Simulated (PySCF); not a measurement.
Species: C₆H₁₂N₂.
Bonds: C1–C2 (double), C2–C3, C3–N4, N4–C5, C5–C6, N4–N7, N7–C8 (double). Hydrogens: H9, H10 on C1; H11 on C2; H12, H13 on C3; H14, H15 on C5; H16, H17, H18 on C6; H19, H20 on C8.

Level of theory: PBE/def2-SV(P) geometry optimisation, gas phase in PySCF.

(1) List the bond lengths, angles and torsions at this level.

Answers

(1) 
```json
{"bond": "C1=C2", "length (pm)": "134.6", "order": "double"}
{"bond": "C2–C3", "length (pm)": "150.9", "order": "single"}
{"bond": "C3–N4", "length (pm)": "145.9", "order": "single"}
{"bond": "N4–C5", "length (pm)": "145.7", "order": "single"}
{"bond": "C5–C6", "length (pm)": "153.6", "order": "single"}
{"bond": "N4–N7", "length (pm)": "133.5", "order": "single"}
{"bond": "N7=C8", "length (pm)": "129.6", "order": "double"}
{"bond": "C1–H9", "length (pm)": "110.7", "order": "single"}
{"bond": "C1–H10", "length (pm)": "110.5", "order": "single"}
{"bond": "C2–H11", "length (pm)": "110.7", "order": "single"}
{"bond": "C3–H12, C3–H13", "length (pm)": "111.4", "order": "single"}
{"bond": "C5–H14, C5–H15", "length (pm)": "111.4", "order": "single"}
{"bond": "C6–H16, C6–H17, C6–H18", "length (pm)": "111.2", "order": "single"}
{"bond": "C8–H19", "length (pm)": "110.4", "order": "single"}
{"bond": "C8–H20", "length (pm)": "111.2", "order": "single"}
```

Bonds in one row agree within 1 pm and their mean is given. Orders are formal, as drawn. A selection of angles:
```json
{"angle": "C1–C2–C3", "degrees": "124.9"}
{"angle": "C2–C3–N4", "degrees": "112.9"}
{"angle": "C3–N4–C5", "degrees": "119.4"}
{"angle": "C3–N4–N7", "degrees": "116.4"}
{"angle": "C5–N4–N7", "degrees": "124.2"}
{"angle": "N4–C5–C6", "degrees": "114.0"}
{"angle": "N4–N7–C8", "degrees": "123.0"}
```

Dihedral angles: C1–C2–C3–N4 121° (anticlinal); C2–C3–N4–C5 -70° (synclinal); C3–N4–C5–C6 -96° (anticlinal); C3–N4–N7–C8 178° (antiperiplanar). The mirror-image conformer, all signs reversed, is as good.

Of the pairs four or more bonds apart, H15···H20 is among the closest relative to their van der Waals radii: 2.13 Å, 89 % of the sum of Bondi's values. The 3 C–N bonds span 1.296 Å (N7=C8, drawn double) to 1.459 Å (C3–N4, drawn single), a spread of 0.163 Å. The C–C distances run from 1.346 Å (C1=C2, drawn double) to 1.536 Å (C5–C6, drawn single), a spread of 0.190 Å. N4 (nitrogen bonded to 2 C and N) is planar (angles 124.2°, 119.4° and 116.4°, sum 359.9°, 0.02 Å off the plane of its three neighbours).

Point group: C1 (no symmetry element, even within 0.4 Å). Not checked by PBE/def2-SV(P) frequencies. One conformer, not necessarily the lowest.
